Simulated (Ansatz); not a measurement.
Born–Oppenheimer molecular dynamics of Cl₃HSi (5 atoms, charge 0, multiplicity 1). It starts at the highest image of a converged band. Of that band: Neighbouring images differ by up to 1.4 eV, so the band resolves the path poorly. A vibrational analysis at the climbing image gives one clearly imaginary mode, 925i cm⁻¹: a first-order saddle point.

These are results of Ansatz, RKS PBE0/cc-pVDZ, not measurements.

```yaml
ensemble: NVE (velocity Verlet)
time_step: 0.5 fs
steps_asked: 200
starting_velocities_drawn_for: 300 K
seed: 2469
```

First frame:

```xyz
5
Properties=species:S:1:pos:R:3
Si -0.409 0.000 0.372
H 0.841 0.000 1.427
Cl 2.106 0.000 0.443
Cl -0.808 1.663 -0.795
Cl -0.808 -1.663 -0.795
```

(1) What does the run give?

(2) What happens to the structure?

(3) How do temperature and energy run in time?

Answers

(1) The run went to its last step.

* steps done: 200
* time covered: 100 fs
* mean temperature over the second half: 1411 K
* spread of the potential energy over the second half: 10.2 meV per atom
* mean potential energy of the second half above the start: -86.2 meV per atom

The conserved energy stayed within 0.28 meV per atom of its start (net change 0.15 meV per atom), so the integration is sound. The kinetic energy rose, since the run started high on the potential surface and went downhill. It ends in pieces (Cl2Si + ClH), so much of that is their flight and rotation, not heat. A run of 0.1 ps of so small a system gives no equilibrium averages. The orbitals stay closed-shell, which can raise the energy where a bond breaks towards radicals; this wasn't checked here.

(2) Between its relaxed ends the band would form H2–Cl3 and break Si1–H2, Si1–Cl3. These pairs go: H2–Cl3 1.60 → 1.38 Å, Si1–H2 1.64 → 5.42 Å, Si1–Cl3 2.52 → 4.04 Å. In the last frame they stand as after the step (other bonds may differ from the relaxed reactants and products). It ends as Cl2Si + ClH. Pairs count as bonded within 1.25 times the sum of covalent radii (0.12 Å more for H–H). Another seed would give other details.

(3) 
| time (fs) | T (K) | potential energy less start (eV) | conserved less start (meV/atom) |
| --- | --- | --- | --- |
| 0 | 300 | 0.000 | 0.00 |
| 8 | 292 | 0.003 | 0.02 |
| 16 | 514 | -0.083 | -0.11 |
| 24 | 995 | -0.271 | -0.19 |
| 32 | 1194 | -0.346 | 0.13 |
| 40 | 1628 | -0.516 | -0.24 |
| 48 | 1357 | -0.410 | 0.06 |
| 56 | 1315 | -0.394 | 0.04 |
| 64 | 1514 | -0.471 | -0.06 |
| 72 | 1419 | -0.433 | 0.20 |
| 80 | 1560 | -0.490 | -0.23 |
| 88 | 1198 | -0.347 | 0.15 |
| 96 | 1471 | -0.456 | -0.26 |

Time of the run: 9.8 min on 1 thread of Arm Neoverse V2, on a shared host, peak memory 0.17 GiB.
